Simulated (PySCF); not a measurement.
An equivalent PySCF input for I⁻ (iodine, charge -1), [Xe], closed-shell 1S, with scalar relativity through the core potential:

```python
from pyscf import gto, scf, dft, mp, cc
import basis_set_exchange as bse
txt = bse.get_basis("aug-cc-pVQZ-PP", elements=["I"], fmt="nwchem", header=False)
cut = txt.index("\nECP")
mol = gto.M(atom="I 0 0 0", charge=-1, spin=0, symmetry="D2h",
            basis=gto.basis.parse(txt[:cut]),
            ecp={"I": gto.basis.parse_ecp(txt[cut:])})
mf = dft.UKS(mol, xc="B3LYP")
mf.irrep_nelec = {'Ag': (4, 4), 'B1g': (1, 1), 'B2g': (1, 1), 'B3g': (1, 1), 'B1u': (2, 2), 'B2u': (2, 2), 'B3u': (2, 2)}
mf.kernel()
```

It reaches the same state as the run whose output follows, with an energy that differs only through the grid. The run itself started from symmetry-adapted Hartree-Fock orbitals and held the occupation by maximum overlap, on a logarithmic radial grid, so the iterations belong to that start.

```
SCF conv_tol = 1e-09
number electrons alpha = 13  beta = 13
XC functionals = B3LYP
    P. J. Stephens, F. J. Devlin, C. F. Chabalowski, and M. J. Frisch.,  J. Phys. Chem. 98, 11623 (1994)
cycle= 1 E= -295.904044486978  delta_E= -0.00628  |g|= 0.0175  |ddm|= 0.632
cycle= 2 E= -295.904050274609  delta_E= -5.79e-06  |g|= 0.02  |ddm|= 0.0866
cycle= 3 E= -295.904297455576  delta_E= -0.000247  |g|= 0.00266  |ddm|= 0.0476
cycle= 4 E= -295.904298739245  delta_E= -1.28e-06  |g|= 0.000232  |ddm|= 0.00474
cycle= 5 E= -295.904298787045  delta_E= -4.78e-08  |g|= 1.12e-05  |ddm|= 0.000733
cycle= 6 E= -295.904298787158  delta_E= -1.13e-10  |g|= 1.97e-07  |ddm|= 3.72e-05
converged SCF energy = -295.904298787158  <S^2> = 7.1054274e-15  2S+1 = 1
```

Energies and moments cover only the electrons outside the core potential.
